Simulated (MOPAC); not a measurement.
Input file for MOPAC: AM1 on AlCl (SMILES [Al][Cl]), 2S+1 = 3, a spin state set in the input, which need not be the lowest.

```
AM1 1SCF PRECISE CHARGE=0 UHF MS=1 THREADS=1
AlCl

Al    -0.00000000 1    -0.00000000 1    -1.20443027 1
Cl     0.00000000 1     0.00000000 1     0.92103491 1
```

Output:

```
*******************************************************************************
 **                                                                           **
 **                              MOPAC v23.2.5                                **
 **                                                                           **
 *******************************************************************************
 ** MOPAC's Digital Object Identifier: https://doi.org/10.5281/zenodo.6511958 **
 **                                                                           **
 ** Please cite the open-source release paper for use of this MOPAC version:  **
 ** J. E. Moussa and J. J. P. Stewart (2026)                                  **
 ** MOPAC: An open-source semiempirical molecular orbital program             **
 ** J. Open Source Softw., 11(119), 8025, https://doi.org/10.21105/joss.08025 **
 *******************************************************************************

                              AM1 CALCULATION RESULTS

 *******************************************************************************
 *  AM1        - The AM1 Hamiltonian to be used
 *  UHF        - UNRESTRICTED HARTREE-FOCK CALCULATION
 *
 *
 *
 *                 CHARGE ON SYSTEM = 0
 *
 *
 *
 *  MS=        - IN MECI, MAGNETIC COMPONENT OF SPIN =  1.0
 *  PRECISE    - TIGHTER CRITERIA TO BE USED
 *  1SCF       - DO 1 SCF AND THEN STOP
 *  THREADS=1  - MULTI-THREADING NOT USED
 *  T=         - A TIME OF 172800.0 SECONDS REQUESTED
 *  DUMP=N     - RESTART FILE WRITTEN EVERY 7200.0 SECONDS REQUESTED
 *******************************************************************************
AM1 1SCF PRECISE CHARGE=0 UHF MS=1 THREADS=1
 AlCl

   ATOM   CHEMICAL          X               Y               Z
  NUMBER   SYMBOL      (ANGSTROMS)     (ANGSTROMS)     (ANGSTROMS)

     1      Al         -0.00000000  *  -0.00000000  *  -1.20443027  *
     2      Cl          0.00000000  *   0.00000000  *   0.92103491  *



          CARTESIAN COORDINATES

    NO.       ATOM           X           Y           Z

     1        Al         -0.0000     -0.0000     -1.2044
     2        Cl          0.0000      0.0000      0.9210

 Al: (AM1): M. J. S. Dewar, A. J. Holder, Organometallics, 9, 508-511 (1990).
 Cl: (AM1): M.J.S. DEWAR AND E. G. ZOEBISCH, THEOCHEM, 180, 1 (1988).

           Empirical Formula: Al Cl  =     2 atoms



      MOLECULAR POINT GROUP   :   C*v


          UHF CALCULATION, NO. OF ALPHA ELECTRONS =    6
                           NO. OF BETA  ELECTRONS =    4

 -------------------------------------------------------------------------------
 AM1 1SCF PRECISE CHARGE=0 UHF MS=1 THREADS=1
 AlCl



     1SCF WAS SPECIFIED, SO BFGS WAS NOT USED
     SCF FIELD WAS ACHIEVED


                              AM1 CALCULATION
                                                       MOPAC v23.2.5 Linux




          FINAL HEAT OF FORMATION =         38.97959 KCAL/MOL =     163.09061 KJ/MOL


          COSMO AREA              =         92.84 SQUARE ANGSTROMS
          COSMO VOLUME            =         79.57 CUBIC ANGSTROMS

          IONIZATION POTENTIAL    =          6.914103 EV
          ALPHA SOMO LUMO (EV)    =         -6.914 -1.772
          BETA  SOMO LUMO (EV)    =        -12.174 -2.816
          NO. OF ALPHA ELECTRONS  =          6
          NO. OF BETA  ELECTRONS  =          4
          MOLECULAR WEIGHT        =         62.4345         POINT GROUP:  C*v

          MOLECULAR DIMENSIONS (Angstroms)

            Atom       Atom       Distance
           Cl     2   Al     1     2.12547
           Cl     2   Al     1     0.00000
           Al     1   Cl     2     0.00000


          SCF CALCULATIONS        =          1





   ATOM   CHEMICAL          X               Y               Z
  NUMBER   SYMBOL      (ANGSTROMS)     (ANGSTROMS)     (ANGSTROMS)

     1      Al         -0.00000000  *  -0.00000000  *  -1.20443027  *
     2      Cl          0.00000000  *   0.00000000  *   0.92103491  *

                             CARTESIAN COORDINATES

   1   Al       -0.000000000    -0.000000000    -1.204430270
   2   Cl        0.000000000     0.000000000     0.921034910


           Empirical Formula: Al Cl  =     2 atoms



      MOLECULAR POINT GROUP   :   C*v


          ALPHA EIGENVALUES
 -36.68824 -15.39349 -12.54955 -12.33151 -10.70453  -6.91410  -1.77234   0.00053


           BETA EIGENVALUES
 -36.41248 -14.50203 -12.29418 -12.17401  -2.81563  -0.97693  -0.45726   0.78393


              NET ATOMIC CHARGES AND DIPOLE CONTRIBUTIONS

  ATOM NO.   TYPE          CHARGE      No. of ELECS.   s-Pop       p-Pop
    1         Al           0.173205        2.8268     1.15822     1.66857
    2         Cl          -0.173205        7.1732     1.97925     5.19396
 DIPOLE           X         Y         Z       TOTAL
 POINT-CHG.     0.000     0.000    -1.768     1.768
 HYBRID         0.000     0.000    -0.063     0.063
 SUM            0.000     0.000    -1.832     1.832


          ATOMIC ORBITAL ELECTRON POPULATIONS

     Atom    s        px        py        pz
    1 Al   1.15822   1.04656   0.12254   0.49947
    2 Cl   1.97925   1.95344   1.87746   1.36306


                    (SZ)    =    1.000000
                    (S**2)  =    2.001198


          ATOMIC ORBITAL SPIN POPULATIONS

    Atom   Total    s     px     py     pz
         Atomic
    1 Al  1.8807  0.702  0.953  0.016  0.209
    2 Cl  0.1193 -0.000  0.047 -0.016  0.089

 **********************
 *                    *
 * JOB ENDED NORMALLY *
 *                    *
 **********************




 == MOPAC DONE ==
```

The run finished.

Cost: around 0.020 core-seconds (rough).
